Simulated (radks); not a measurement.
Spherical jellium clusters: N electrons in a uniform positive sphere of charge N and radius rs N^(1/3), rs = 2.34 bohr. Method: non-relativistic Kohn-Sham, LDA (Slater exchange, Perdew-Wang correlation), spin-polarised, spherical densities; computed with a radial shooting solver with Libxc functionals. Levels are named by radial order and angular momentum (1s, 1p, 1d, 2s, ...), and open shells are averaged over m. Each electron was tried in the lowest free levels, single moves between levels near the top were tried too, and the lowest total energy was kept; such a search can miss a lower state. Energies include the self-energy of the background; IP and EA are vertical (highest electron removed, lowest free level filled), at fixed background; spill-out counts the electrons outside the background radius R, and alpha is the static dipole polarisability from linear response (closed shells only). A dash means not computed or, for alpha, an open shell; in EA it means that no bound solution was reached, which is typical of self-interaction and does not show that the anion is unstable. Real open-shell clusters deform, which this model forbids.

N,open shells,2S,E/N (eV),E(N+1) + E(N-1) - 2E(N) (eV),spill-out (e)
1,"1s(up 1, down 0)",1,-0.195,-,0.58
2,none,0,-1.027,2.485,0.82
3,"1p(up 1, down 0)",1,-0.475,-1.002,1.24
4,"1p(up 2, down 0)",2,-0.450,-0.943,1.52
5,"1p(up 3, down 0)",3,-0.624,0.333,1.72
6,"1p(up 3, down 1)",2,-0.684,-0.782,1.91
7,"1p(up 3, down 2)",1,-0.839,-0.604,2.06
8,none,0,-1.030,2.952,2.19
9,"1d(up 1, down 0)",1,-0.851,-0.483,2.46
10,"1d(up 2, down 0)",2,-0.757,-0.465,2.69
11,"1d(up 3, down 0)",3,-0.721,-0.429,2.87
12,"1d(up 4, down 0)",4,-0.728,-0.389,3.03
13,"1d(up 5, down 0)",5,-0.763,0.317,3.16
14,"1d(up 5, down 0) 2s(up 1, down 0)",6,-0.770,-0.009,3.46
15,"1d(up 5, down 1) 2s(up 1, down 0)",5,-0.777,-0.529,3.59
16,"1d(up 5, down 3)",2,-0.817,-0.318,3.56
17,"1d(up 5, down 4)",1,-0.870,-0.277,3.67
18,none,0,-0.933,0.233,3.77
19,"2s(up 1, down 0)",1,-0.977,0.214,3.99
20,none,0,-1.006,1.850,4.24
21,"1f(up 1, down 0)",1,-0.944,-0.273,4.40
22,"1f(up 2, down 0)",2,-0.900,-0.258,4.54
23,"1f(up 3, down 0)",3,-0.871,-0.244,4.66
24,"1f(up 4, down 0)",4,-0.855,-0.229,4.78
25,"1f(up 5, down 0)",5,-0.849,-0.215,4.89
26,"1f(up 6, down 0)",6,-0.851,-0.202,4.99
27,"1f(up 7, down 0)",7,-0.862,0.490,5.08
28,"1f(up 7, down 1)",6,-0.853,-0.215,5.19
29,"1f(up 7, down 2)",5,-0.853,-0.200,5.28
30,"1f(up 7, down 3)",4,-0.860,-0.187,5.38
31,"1f(up 7, down 4)",3,-0.872,-0.175,5.47
32,"1f(up 7, down 5)",2,-0.889,-0.165,5.55
33,"1f(up 7, down 6)",1,-0.910,-0.155,5.63
34,none,0,-0.934,0.542,5.71
35,"2p(up 1, down 0)",1,-0.941,-0.085,5.93
36,"2p(up 2, down 0)",2,-0.950,-0.075,6.15
37,"2p(up 3, down 0)",3,-0.961,0.293,6.36
38,"2p(up 3, down 1)",2,-0.964,-0.081,6.59
39,"2p(up 3, down 2)",1,-0.968,-0.071,6.81
40,none,0,-0.974,1.123,7.03
41,"1g(up 1, down 0)",1,-0.952,-0.159,7.11
42,"1g(up 2, down 0)",2,-0.936,-0.152,7.19
43,"1g(up 3, down 0)",3,-0.923,-0.145,7.26
44,"1g(up 4, down 0)",4,-0.914,-,7.33

All shells are closed at N = 2, 8, 18, 20, 34, 40 (there: 1s2 1p6 1d10 2s2 1f14 2p6); the second difference of the energy has clear peaks (12 % above both neighbours; the first and last values, which can be the largest, are not judged, and half-filled shells can peak too) at N = 5, 8, 13, 20, 27, 34, 37, 40.
